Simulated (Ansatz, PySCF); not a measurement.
Reaction (SMILES): C[SiH2]O[SiH3] → C[SiH2][O] + [SiH3] (SiH3) (the O-Si bond at the site shown breaks; other sites are not compared here)
Each molecule is optimised on its own at B3LYP-D3(BJ)/def2-TZVP (Ansatz, a program for electronic structure), one conformer each, not searched for the lowest.

Wanted: bond dissociation energy (enthalpy at 298 K, with B3LYP-D3(BJ) rigid-rotor harmonic-oscillator terms from PySCF), in kJ/mol. Valence correlation only, unless marked. Open shells are spin-unrestricted. Spin-orbit coupling is left out. No relativistic terms. Basis-set limits of correlation are two-point, X^-3; Hartree-Fock from the larger set.

CCSD(T)/CBS(cc-pV(T+d)Z,cc-pV(Q+d)Z) (Ansatz) gives 546.9 kJ/mol.

Another calculation gave 531.8 kJ/mol. Which level was it?
A. wB97X-V/def2-TZVPD (Ansatz)
B. LC-wPBE/def2-TZVPD (Ansatz)
C. HSE06/def2-TZVPD (Ansatz)
D. BLYP/def2-TZVPD (Ansatz)

A, wB97X-V/def2-TZVPD (Ansatz). The others give 502.8 (HSE06), 517.6 (LC-wPBE), 478.3 (BLYP) kJ/mol.
